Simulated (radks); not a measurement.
Q: These are the eigenvalues of the occupied orbitals of an atom or ion with whole-number occupations (eV). Calculated with a radial shooting solver on a logarithmic mesh with Libxc functionals: scalar-relativistic Kohn-Sham, LDA (Slater exchange, Perdew-Wang correlation), spin-unpolarised, spherical densities, point nucleus.

1s: -8195.117
2s: -979.8295
2p: -844.1544
3s: -110.5009
3p: -71.2598
3d: -9.1403
4s: -5.8596

Which element is it, and in what charge state? The configuration may be excited.

A: Z = 28, nickel, charge 0: Ni in [Ar] 3d8 4s2. The list shows which subshells hold electrons but not how many an open one holds; the 1s level, -301.17 hartree, gives Z - s = 24.5 by -(Z - s)^2/2, which with screening and relativity narrows Z to a few neighbours, and the depths of the outer levels then fix element, charge and occupations together.
